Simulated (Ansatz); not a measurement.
Harmonic frequencies (cm⁻¹) at PBE0-D4/def2-TZVP from Ansatz: 87, 136, 266, 300, 314, 422, 454, 472, 573, 613, 686, 735, 762, 888, 937, 1056, 1078, 1155, 1406, 1435, 1701, 1912, 1921, 3045, 3112, 3155, 3263.

Each molecule was computed in one conformer, which needn't be the lowest.

Problem. Which molecule is it?
A. `[SiH3][Ga]1[O][SiH2][S]1`
B. `[AlH2][N]1[CH2][AlH]1`
C. `C=C(I)[CH2][AlH2]`
D. `[SiH3]/C=C\CCl`

Solution. C.
